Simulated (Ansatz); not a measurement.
One change: `[SiH3][GeH2][SiH2][SiH2][GeH3]` becomes `O[SiH2][SiH2][GeH3]`.

Ansatz, PBE0-D4/def2-TZVP geometries, multiplicity 1. Each molecule was computed in one conformer, which needn't be the lowest.

Scalar relativity is left out up to krypton.

```csv
property,`[SiH3][GeH2][SiH2][SiH2][GeH3]`
HOMO energy (B3LYP/def2-TZVPP) / eV,-7.61
HOMO–LUMO gap (PBE/def2-TZVPP) / eV,5.58
LUMO energy (B3LYP/def2-TZVPP) / eV,-0.61
HOMO–LUMO gap (ωB97M-V/def2-TZVPP) / eV,10.98
size of the dipole moment (ωB97M-V/def2-TZVPP) / D,0.20
HOMO–LUMO gap (B3LYP/def2-TZVPP) / eV,7.00
```

Problem. Give the same properties after the change, and the shifts. (Estimate.)

Solution. Computed: 
```tsv
property	`O[SiH2][SiH2][GeH3]`	shift
HOMO energy (B3LYP/def2-TZVPP) / eV	-7.60	0.01
HOMO–LUMO gap (PBE/def2-TZVPP) / eV	5.33	-0.25
LUMO energy (B3LYP/def2-TZVPP) / eV	-0.77	-0.16
HOMO–LUMO gap (ωB97M-V/def2-TZVPP) / eV	10.88	-0.10
size of the dipole moment (ωB97M-V/def2-TZVPP) / D	1.39	1.19
HOMO–LUMO gap (B3LYP/def2-TZVPP) / eV	6.83	-0.17
```

Dipoles are sizes alone; their direction can turn.

B3LYP here is the variant with VWN-RPA as its local correlation; programs differ in this.
